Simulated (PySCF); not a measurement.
A geometry optimisation, step by step.

Species: CH₅Cl₂PPb.
Numbering: `[CH3:1][Pb:2]([PH2:3])([Cl:4])[Cl:5]` (hydrogens: H6, H7, H8 on C1; H9, H10 on P3)

Computed by this run: PBE0-D3(BJ)/def2-SVP geometry optimisation, gas phase, def2 core potentials past Kr in PySCF; density fitting, grid level 1; the optimiser is geomeTRIC in internal coordinates, started from a GFN2-xTB structure with every atom displaced at random (about 0.01 Å). 12 of its 15 geometries are shown. The frame can shift and turn from step to step; on so coarse a grid that alone can change the energy by a few meV, and forces under 0.02 eV/Å are noise.

Step 0: E = -40678.0378 eV, largest atomic force 2.250 eV/Å
```
atom  x, y, z in Å  |  force x, y, z in eV/Å
C1     -2.044   -0.488    0.091    0.552   2.137  -0.437
Pb2     0.140    0.339   -0.028   -0.274  -0.022  -0.001
P3      2.392   -1.090    0.008   -0.799  -0.673   0.626
Cl4     0.400    1.946    1.890   -0.149  -0.313  -0.430
Cl5     0.260    1.634   -2.179    0.006  -0.234   0.469
H6     -2.016   -1.528    0.212    0.217  -1.920   0.257
H7     -2.544   -0.201   -0.839    0.153   0.050  -0.225
H8     -2.527    0.017    0.925    0.064   0.143   0.356
H9      2.961   -0.404   -1.045    0.259   0.577  -0.989
H10     3.029   -0.248    0.943   -0.028   0.254   0.374
```

Step 1: E = -40678.2710 eV, largest atomic force 0.253 eV/Å
```
atom  x, y, z in Å  |  force x, y, z in eV/Å
C1     -1.957   -0.445    0.071    0.113   0.000  -0.046
Pb2     0.147    0.322   -0.028   -0.075  -0.242  -0.009
P3      2.307   -1.135    0.026   -0.056   0.048   0.042
Cl4     0.265    1.917    1.844   -0.017   0.074  -0.084
Cl5     0.349    1.612   -2.118    0.056   0.003   0.080
H6     -1.931   -1.537    0.208    0.010   0.136   0.000
H7     -2.443   -0.166   -0.871    0.015  -0.014  -0.079
H8     -2.428    0.068    0.917    0.031  -0.019   0.075
H9      2.852   -0.392   -1.065   -0.051   0.005  -0.038
H10     2.891   -0.265    0.995   -0.025   0.009   0.059
```

Step 3: E = -40678.2825 eV, largest atomic force 0.120 eV/Å
```
atom  x, y, z in Å  |  force x, y, z in eV/Å
C1     -1.946   -0.430    0.005   -0.080   0.089  -0.011
Pb2     0.151    0.275   -0.016   -0.036  -0.011   0.057
P3      2.283   -1.153    0.144    0.097  -0.024   0.035
Cl4     0.199    1.976    1.752   -0.002  -0.012  -0.021
Cl5     0.501    1.561   -2.071   -0.023   0.016  -0.061
H6     -1.942   -1.513    0.154   -0.012  -0.107  -0.013
H7     -2.393   -0.153   -0.958    0.005   0.019   0.045
H8     -2.424    0.088    0.847   -0.003   0.020  -0.071
H9      2.794   -0.428   -0.979    0.036  -0.017   0.065
H10     2.828   -0.243    1.101    0.017   0.026  -0.024
```

Step 4: E = -40678.2854 eV, largest atomic force 0.069 eV/Å
```
atom  x, y, z in Å  |  force x, y, z in eV/Å
C1     -1.955   -0.428   -0.015   -0.056   0.025  -0.001
Pb2     0.149    0.258   -0.012    0.038  -0.034  -0.001
P3      2.302   -1.152    0.184    0.017   0.025   0.042
Cl4     0.178    1.979    1.733    0.017  -0.011   0.031
Cl5     0.515    1.543   -2.068   -0.034  -0.008  -0.047
H6     -1.965   -1.512    0.134   -0.016  -0.065  -0.017
H7     -2.387   -0.146   -0.983    0.007   0.024   0.018
H8     -2.437    0.097    0.819   -0.004   0.026  -0.051
H9      2.818   -0.438   -0.942    0.027  -0.009   0.040
H10     2.832   -0.222    1.130    0.004   0.026  -0.015
```

Step 5: E = -40678.2888 eV, largest atomic force 0.059 eV/Å
```
atom  x, y, z in Å  |  force x, y, z in eV/Å
C1     -1.962   -0.427   -0.022   -0.009  -0.039   0.010
Pb2     0.151    0.247   -0.011    0.015  -0.040  -0.026
P3      2.317   -1.146    0.197   -0.002   0.027   0.053
Cl4     0.182    1.966    1.736    0.008  -0.006   0.027
Cl5     0.503    1.529   -2.073   -0.015  -0.015  -0.024
H6     -1.985   -1.513    0.125   -0.010   0.000  -0.020
H7     -2.387   -0.139   -0.991    0.011   0.026  -0.010
H8     -2.443    0.103    0.809   -0.005   0.027  -0.022
H9      2.838   -0.436   -0.928    0.013  -0.002   0.016
H10     2.837   -0.205    1.137   -0.006   0.021  -0.003
```

Step 6: E = -40678.2912 eV, largest atomic force 0.066 eV/Å
```
atom  x, y, z in Å  |  force x, y, z in eV/Å
C1     -1.969   -0.425   -0.039    0.007  -0.064   0.016
Pb2     0.152    0.227   -0.008    0.007  -0.031  -0.041
P3      2.335   -1.137    0.226   -0.013   0.023   0.051
Cl4     0.182    1.945    1.740    0.003   0.000   0.023
Cl5     0.497    1.503   -2.078    0.002  -0.012  -0.010
H6     -2.012   -1.512    0.107   -0.004   0.033  -0.019
H7     -2.377   -0.127   -1.011    0.013   0.020  -0.021
H8     -2.451    0.113    0.786   -0.004   0.018  -0.009
H9      2.860   -0.433   -0.901    0.001  -0.003   0.002
H10     2.833   -0.175    1.157   -0.010   0.016   0.008
```

Step 8: E = -40678.2926 eV, largest atomic force 0.033 eV/Å
```
atom  x, y, z in Å  |  force x, y, z in eV/Å
C1     -1.976   -0.424   -0.083    0.007  -0.023   0.005
Pb2     0.154    0.192   -0.005    0.002   0.008  -0.032
P3      2.354   -1.119    0.301   -0.014   0.006   0.029
Cl4     0.171    1.913    1.744    0.001  -0.001   0.010
Cl5     0.515    1.456   -2.080    0.004  -0.003   0.005
H6     -2.052   -1.509    0.058    0.003   0.013  -0.010
H7     -2.344   -0.110   -1.067    0.007   0.004  -0.013
H8     -2.464    0.130    0.728   -0.003   0.001  -0.004
H9      2.889   -0.432   -0.832   -0.001  -0.008   0.001
H10     2.804   -0.118    1.215   -0.006   0.004   0.009
```

Step 9: E = -40678.2930 eV, largest atomic force 0.026 eV/Å
```
atom  x, y, z in Å  |  force x, y, z in eV/Å
C1     -1.975   -0.424   -0.097    0.004  -0.004   0.000
Pb2     0.154    0.189   -0.005    0.005   0.015  -0.020
P3      2.352   -1.118    0.323   -0.011   0.001   0.020
Cl4     0.167    1.910    1.745    0.000  -0.002   0.004
Cl5     0.523    1.452   -2.079    0.000   0.000   0.005
H6     -2.055   -1.508    0.043    0.003  -0.001  -0.006
H7     -2.334   -0.108   -1.084    0.003   0.000  -0.006
H8     -2.468    0.132    0.710   -0.004  -0.003  -0.006
H9      2.894   -0.437   -0.811    0.002  -0.008   0.004
H10     2.792   -0.109    1.234   -0.002   0.001   0.006
```

Step 10: E = -40678.2937 eV, largest atomic force under 0.02 eV/Å
```
atom  x, y, z in Å  |  force x, y, z in eV/Å
C1     -1.973   -0.424   -0.113    0.002   0.008  -0.004
Pb2     0.153    0.191   -0.005    0.007   0.017  -0.007
P3      2.346   -1.117    0.347   -0.007  -0.002   0.011
Cl4     0.163    1.911    1.746    0.000  -0.002  -0.001
Cl5     0.532    1.454   -2.078   -0.002   0.002   0.001
H6     -2.051   -1.508    0.026    0.001  -0.011  -0.003
H7     -2.324   -0.109   -1.103    0.000  -0.003  -0.001
H8     -2.474    0.130    0.690   -0.004  -0.004  -0.006
H9      2.900   -0.446   -0.787    0.004  -0.006   0.007
H10     2.779   -0.104    1.256    0.000  -0.001   0.003
```

Step 11: E = -40678.2945 eV, largest atomic force under 0.02 eV/Å
```
atom  x, y, z in Å  |  force x, y, z in eV/Å
C1     -1.971   -0.424   -0.124    0.001   0.009  -0.004
Pb2     0.153    0.197   -0.006    0.005   0.015   0.000
P3      2.338   -1.118    0.363   -0.004  -0.003   0.005
Cl4     0.159    1.916    1.746    0.000  -0.002  -0.003
Cl5     0.537    1.460   -2.077   -0.002   0.001   0.000
H6     -2.045   -1.509    0.015    0.000  -0.011  -0.002
H7     -2.317   -0.111   -1.116   -0.001  -0.003   0.001
H8     -2.479    0.127    0.677   -0.003  -0.004  -0.005
H9      2.905   -0.455   -0.770    0.004  -0.003   0.006
H10     2.770   -0.104    1.272    0.001   0.000   0.001
```

Step 13: E = -40678.2958 eV, largest atomic force under 0.02 eV/Å
```
atom  x, y, z in Å  |  force x, y, z in eV/Å
C1     -1.966   -0.428   -0.142    0.000   0.001   0.000
Pb2     0.153    0.211   -0.008   -0.001   0.001   0.004
P3      2.324   -1.118    0.389    0.002  -0.002  -0.003
Cl4     0.152    1.929    1.744    0.000   0.000  -0.002
Cl5     0.542    1.474   -2.077    0.000  -0.001  -0.001
H6     -2.029   -1.514   -0.005    0.000  -0.002   0.000
H7     -2.308   -0.119   -1.137    0.000  -0.001   0.001
H8     -2.488    0.117    0.653   -0.001  -0.001  -0.001
H9      2.915   -0.467   -0.737    0.001   0.003   0.002
H10     2.755   -0.106    1.300    0.000   0.000   0.001
```

Step 14: E = -40678.2959 eV, largest atomic force under 0.02 eV/Å
```
atom  x, y, z in Å  |  force x, y, z in eV/Å
C1     -1.965   -0.429   -0.143    0.000   0.000   0.000
Pb2     0.153    0.211   -0.008   -0.002  -0.001   0.002
P3      2.325   -1.118    0.390    0.001  -0.001  -0.003
Cl4     0.151    1.929    1.744    0.000   0.001   0.000
Cl5     0.542    1.474   -2.077    0.000   0.000  -0.001
H6     -2.028   -1.515   -0.006    0.000  -0.001   0.000
H7     -2.307   -0.120   -1.138    0.000   0.000   0.000
H8     -2.489    0.116    0.652    0.000  -0.001  -0.001
H9      2.916   -0.465   -0.735    0.000   0.003   0.001
H10     2.754   -0.106    1.303   -0.001   0.000   0.001
```

Problem. Summarise the path.

Solution. The energy falls by 0.2580 eV from step 0 to step 14; nine tenths of that is first reached at step 1. It falls at every step. The largest force goes from 2.250 to under 0.02 eV/Å. Among the bonds C1–Pb2 changes most, from 2.339 to 2.217 Å; the atoms move by 0.131 Å rms after alignment.

What follows is the cost of the whole optimisation. Hardware: one thread, Intel Xeon Platinum 8488C (x86_64), shared host with 192 logical CPUs at a one-minute load of 7.0. Cost: 1.7 min of wall time, 0.51 GiB resident at most.
